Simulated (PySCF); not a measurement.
**Level sweep**

Species: CH3Br.
SMILES: `CBr`

PySCF, dipoles from the SCF density, polarisabilities from static response with core orbitals frozen. Geometry: PBE0-D3(BJ)/def2-SVP; no solvent, vibrations or thermal averaging. Relativistic effects, spin–orbit coupling among them, are left out although an element past zinc is present.

**Question.** How do dipole and polarisability depend on functional and basis here?

**Answer.** 

| level | μ (D) | error (%) | α (Å³) | error (%) | anisotropy (Å³) |
| --- | --- | --- | --- | --- | --- |
| LDA/def2-SVPD | 1.836 | +1.4 | 5.57 | -0.7 | 1.78 |
| PBE/def2-SVPD | 1.799 | -0.6 | 5.55 | -1.0 | 1.76 |
| B3LYP/def2-SVPD | 1.853 | +2.4 | 5.46 | -2.7 | 1.82 |
| PBE0/def2-SVPD | 1.879 | +3.8 | 5.38 | -4.1 | 1.78 |
| BHandHLYP/def2-SVPD | 1.941 | +7.3 | 5.30 | -5.5 | 1.84 |
| CAM-B3LYP/def2-SVPD | 1.881 | +3.9 | 5.38 | -4.0 | 1.81 |
| wB97X-D/def2-SVPD | 1.916 | +5.9 | 5.38 | -4.1 | 1.78 |
| LC-wPBE/def2-SVPD | 1.888 | +4.3 | 5.25 | -6.5 | 1.74 |
| HF/def2-SVPD | 2.110 | +16.6 | 5.20 | -7.3 | 1.89 |
| PBE0/6-31G* | 2.007 | +10.9 | 3.78 | -32.6 | 2.03 |
| PBE0/def2-SVP | 1.815 | +0.3 | 3.82 | -31.9 | 2.15 |
| PBE0/aug-cc-pVDZ | 1.922 | +6.2 | 5.25 | -6.5 | 1.98 |
| PBE0/def2-TZVP | 1.908 | +5.4 | 4.72 | -15.8 | 2.07 |
| PBE0/def2-TZVPD | 1.884 | +4.1 | 5.47 | -2.5 | 1.85 |
| PBE0/aug-cc-pVTZ | 1.881 | +3.9 | 5.46 | -2.7 | 1.88 |

Reference dipole: 1.810 D (measured, gas; NIST CCCBDB Release 22 (SRD 101), experimental dipoles). Reference polarisability: 5.610 Å³ (measured, gas; NIST CCCBDB Release 22 (SRD 101), experimental polarizabilities). The anisotropy is √(½[(α1 − α2)² + (α2 − α3)² + (α3 − α1)²]). For the dipole, the smallest error is 0.3% (PBE0/def2-SVP) and the largest 16.6% (HF/def2-SVPD). For the polarisability, the smallest error is 0.7% (LDA/def2-SVPD) and the largest 32.6% (PBE0/6-31G*). The dipole runs from 1.80 D (PBE/def2-SVPD) to 2.11 D (HF/def2-SVPD). In one basis (def2-SVPD) the functionals order the polarisability from HF (lowest) to LDA (highest), a spread of 7%. With PBE0 the polarisability is 4.11 Å³ without diffuse functions (mean of 6-31G*, def2-SVP and def2-TZVP) and 5.39 Å³ with them (mean of def2-SVPD, aug-cc-pVDZ, def2-TZVPD and aug-cc-pVTZ). Measured values can belong to vibrating molecules; the computed ones are for one fixed geometry.
